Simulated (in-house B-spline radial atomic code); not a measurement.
# Fe VI (Fe5+): [Ar] 3d3

Level of theory: non-relativistic OLYP, spin-polarised, spherical fractional occupations, point nucleus; calculated with a radial B-spline atomic code at the basis-set limit.

Z_r = [3n² - l(l+1)]/(2<r>); Z_e = n√(-2ε); the last column is Slater's effective charge. Values are occupation-weighted means over spin.

```csv
shell,electrons,ε (eV),<r> (bohr),Z_r,Z_e,Slater
1s,2,-7019.1,0.05916,25.36,22.71,25.70
2s,2,-896.01,0.2697,22.24,16.23,21.85
2p,6,-785.51,0.2365,21.14,15.20,21.85
3s,2,-173.84,0.7909,17.07,10.72,14.75
3p,6,-140.67,0.8141,15.35,9.65,14.75
3d,3,-88.521,0.8546,12.29,7.65,7.30
```

The least bound orbital is 3d up at -88.52 eV, and it is also the most diffuse (<r> = 0.8546 bohr).

The density falls to 0.001 bohr⁻³ at 2.319 bohr; Σ<r²> = 9.3201 bohr² gives, by the non-relativistic formula and without the paramagnetism of open shells, a Langevin diamagnetic susceptibility of -7.381×10⁻⁶ cm³/mol.
